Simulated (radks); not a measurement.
Results of a calculation; reference values are marked as such.
The mean radii <r> (bohr) of the occupied orbitals of an atom or ion are listed with their occupations. Level of theory: scalar-relativistic Kohn-Sham, PBEsol, spin-polarised, spherical densities, finite nucleus; Fermi nuclear charge, rms radius of each element as measured or else 0.836 A^(1/3) + 0.57 fm (a radial shooting solver on a logarithmic mesh with Libxc functionals).

| orbital | occ. | <r> |
|---|---|---|
| 1s | 2 | 0.03264 |
| 2s | 2 | 0.1420 |
| 2p | 6 | 0.1237 |
| 3s | 2 | 0.3900 |
| 3p | 6 | 0.3894 |
| 3d | 10 | 0.3682 |
| 4s | 2 | 0.9222 |
| 4p | 6 | 0.9801 |

Name the element and its charge. Open shells, if any, are filled with parallel spins first.

Answer. Z = 45, rhodium, charge +9: Rh9+ in [Kr]. The 1s radius gives Z: for a bare nucleus <r> = (2 gamma + 1)/(2Z) with gamma = sqrt(1 - (Z/c)^2), 0.0321 bohr for Z = 45, and screening makes it slightly larger (0.03264 here). The occupations add up to 36, and the charge is Z minus that.
